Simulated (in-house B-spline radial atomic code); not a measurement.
**Binding energies in Au VI (Au5+)**

NIST's tabulated ground configuration is [Xe] 4f14 5d6; each binding energy is the energy of the ion with one electron taken from that subshell, relaxed, less that of the parent. Computed with a radial B-spline atomic code at the basis-set limit: Dirac-Hartree-Fock, average of configuration, Fermi nucleus of rms radius 5.4371 fm. Energies include first-order Breit, QED and recoil terms.

```json
{"subshell": "1s", "X-ray name": "K", "binding energy (eV)": "80802.6", "-ε (eV)": "81328.3", "relaxation (eV)": "90.4"}
{"subshell": "2s", "X-ray name": "L1", "binding energy (eV)": "14444.5", "-ε (eV)": "14553.4", "relaxation (eV)": "53.4"}
{"subshell": "2p1/2", "X-ray name": "L2", "binding energy (eV)": "13817.2", "-ε (eV)": "13930.1", "relaxation (eV)": "58.3"}
{"subshell": "2p3/2", "X-ray name": "L3", "binding energy (eV)": "12002.5", "-ε (eV)": "12091.3", "relaxation (eV)": "54.5"}
{"subshell": "3s", "X-ray name": "M1", "binding energy (eV)": "3516.5", "-ε (eV)": "3557.0", "relaxation (eV)": "29.2"}
{"subshell": "3p3/2", "X-ray name": "M3", "binding energy (eV)": "2832.5", "-ε (eV)": "2867.0", "relaxation (eV)": "28.4"}
{"subshell": "4s", "X-ray name": "N1", "binding energy (eV)": "850.4", "-ε (eV)": "864.2", "relaxation (eV)": "11.3"}
{"subshell": "4p1/2", "X-ray name": "N2", "binding energy (eV)": "731", "-ε (eV)": "744.4", "relaxation (eV)": "11.2"}
{"subshell": "4p3/2", "X-ray name": "N3", "binding energy (eV)": "633.4", "-ε (eV)": "644.6", "relaxation (eV)": "10.0"}
{"subshell": "5s", "X-ray name": "O1", "binding energy (eV)": "194", "-ε (eV)": "196.7", "relaxation (eV)": "2.2"}
{"subshell": "4f5/2", "X-ray name": "N6", "binding energy (eV)": "167.5", "-ε (eV)": "176.4", "relaxation (eV)": "9.1"}
{"subshell": "4f7/2", "X-ray name": "N7", "binding energy (eV)": "163.8", "-ε (eV)": "172.4", "relaxation (eV)": "8.9"}
{"subshell": "5p1/2", "X-ray name": "O2", "binding energy (eV)": "152.3", "-ε (eV)": "154.6", "relaxation (eV)": "1.9"}
{"subshell": "5p3/2", "X-ray name": "O3", "binding energy (eV)": "134.9", "-ε (eV)": "136.7", "relaxation (eV)": "1.6"}
{"subshell": "5d", "X-ray name": "O4,5", "binding energy (eV)": "76.81", "-ε (eV)": "77.72", "relaxation (eV)": "0.91"}
```

Relaxation = -ε minus the binding energy without Breit, QED and recoil terms.

Emission lines follow as differences of binding energies, with λ = 12398.42 eV·Å / E:

```json
{"line": "K-L3", "holes": "1s → 2p3/2", "energy (eV)": "68800.1", "wavelength (Å)": "0.18021"}
{"line": "K-L2", "holes": "1s → 2p1/2", "energy (eV)": "66985.4", "wavelength (Å)": "0.18509"}
{"line": "K-M3", "holes": "1s → 3p3/2", "energy (eV)": "77970.1", "wavelength (Å)": "0.15902"}
{"line": "L1-M3", "holes": "2s → 3p3/2", "energy (eV)": "11612.0", "wavelength (Å)": "1.0677"}
{"line": "L3-M1", "holes": "2p3/2 → 3s", "energy (eV)": "8486.0", "wavelength (Å)": "1.461"}
```

Question: What screening constant σ does Moseley's law, E = (3/4)·13.6057 eV·(Z - σ)², need for K-L3?

Answer: σ = -3.11.

Moseley's non-relativistic formula needs a falling, then negative, screening constant for heavy elements, because relativity binds the 1s electron more strongly than the formula allows.

Question: What does it cost to remove both a 2s and a 4p1/2 electron?

Answer: 15222 eV, which is 46.13 eV more than the two single binding energies together.

Question: What does it cost to remove two 4p1/2 electrons?

Answer: 1500 eV, which is 37.99 eV more than the two single binding energies together.

Question: What does it cost to remove two 5d electrons?

Answer: 170.13 eV, which is 16.5 eV more than the two single binding energies together.
